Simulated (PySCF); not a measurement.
Q: Write Cartesian coordinates for `c1ccccc1CN(C)C` as optimised with PBE0-D3(BJ)/def2-SVP.

A: 
```
atom  x, y, z in Å
C1    -2.1811   -0.9432    0.4004
N2    -1.8467    0.3893   -0.0352
C3    -3.0025    1.1315   -0.4636
C4    -0.7790    0.4081   -1.0064
C5     0.5478   -0.0354   -0.4416
C6     1.4185   -0.8328   -1.1877
C7     2.6619   -1.2037   -0.6759
C8     3.0454   -0.7866    0.5968
C9     2.1777    0.0026    1.3532
C10    0.9396    0.3758    0.8375
H11   -1.2843   -1.4556    0.7785
H12   -2.6135   -1.5696   -0.4135
H13   -2.9167   -0.8995    1.2182
H14   -3.5051    0.6915   -1.3559
H15   -3.7460    1.1732    0.3474
H16   -2.7196    2.1653   -0.7150
H17   -0.6749    1.4464   -1.3683
H18   -1.0154   -0.2056   -1.9073
H19    1.1161   -1.1711   -2.1831
H20    3.3310   -1.8287   -1.2727
H21    4.0167   -1.0802    1.0023
H22    2.4699    0.3293    2.3544
H23    0.2445    0.9816    1.4239
```

Any rigid rotation of these coordinates is as good. Atoms count from 1 in this order. N2 (tertiary amine nitrogen) is pyramidal (angles 112.8°, 112.8° and 112.4°, sum 337.9°, 0.40 Å off the plane of its three neighbours). The 6-membered ring C5–C6–C7–C8–C9–C10 has internal angles of 118.8° to 120.8°; it is planar, 0.00 Å rms from its mean plane, widest ring torsion 1°. Of the pairs four or more bonds apart, C5···H11 is among the closest relative to their van der Waals radii: 2.62 Å, 90 % of the sum of Bondi's values. The C–C distances run from 1.392 Å (C9–C10, aromatic) to 1.509 Å (C4–C5, drawn single), a spread of 0.117 Å.

Bonds between heavy atoms (Å): C1–N2 1.441, N2–C3 1.439, N2–C4 1.444, C4–C5 1.509, C5–C6 1.397, C6–C7 1.395, C7–C8 1.393, C8–C9 1.396, C9–C10 1.392, C5–C10 1.399.

Method used: PBE0-D3(BJ)/def2-SVP geometry optimisation, gas phase (PySCF 2.14.0).

Point group: C1 (no symmetry element, even within 0.4 Å). No PBE0-D3(BJ)/def2-SVP frequencies stand behind this structure, so it isn't proved a minimum. One conformer, not necessarily the lowest (C1–N2–C4–C5 -67°, N2–C4–C5–C6 141°).
